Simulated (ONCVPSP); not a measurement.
## Transferability test, ONCV potential for Pt (Z = 78)

- Element: Pt (Z = 78)
- Generator: ONCVPSP 4.0.1
- Type: optimised norm-conserving Vanderbilt (ONCV)
- Functional: PBE
- Relativity: scalar-relativistic
- Frozen core: [Kr] 4d10 4f14 5s2
- Valence charge: 16
- Reference configuration: 5p6 5d9 6s1
- Partial waves: 6s: rc 2.40 bohr, ncon 4, nbas 8, qcut 2.1 1/bohr, 2 projectors, debl 2.6 Ha; 5p: rc 1.70 bohr, ncon 5, nbas 9, qcut 7.1 1/bohr, 2 projectors, debl 1 Ha; 5d: rc 2.00 bohr, ncon 4, nbas 8, qcut 7.5 1/bohr, 1 projector
- Local potential: polynomial inside 1.65 bohr (lpopt 4, dvloc0 1 Ha)
- Core correction: Teter function, fcfact 2.25, rcfact 1.05

In the p channel the program set the typed energies aside and used -2.059, 0.250 Ha.

Energies are relative to the spin-unpolarised reference configuration 5p6 5d9 6s1; without spin polarisation the order of configurations can differ from experiment.

```tsv
valence configuration	charge	ΔE all-electron (eV)	error AE − PS (meV)
5p6 5d9 6s0	+1	9.194	-8.1
5p6 5d8 6s0	+2	29.160	-11
5p6 5d6 6s0	+4	107.030	-46
```

**Question.** What are ΔE and the potential's error for 5p6 5d7 6s0?

**Answer.** ΔE = 61.377 eV all-electron; the error (AE − PS) is -21 meV.

Levels in the configuration 5p6 5d7 6s0:

```csv
level,all-electron (eV),pseudo (eV)
5p,-90.848,-90.856
5d,-38.765,-38.772
```

Note: no bound ghost flagged; GHOST(+) flagged for s at 66.1 eV.
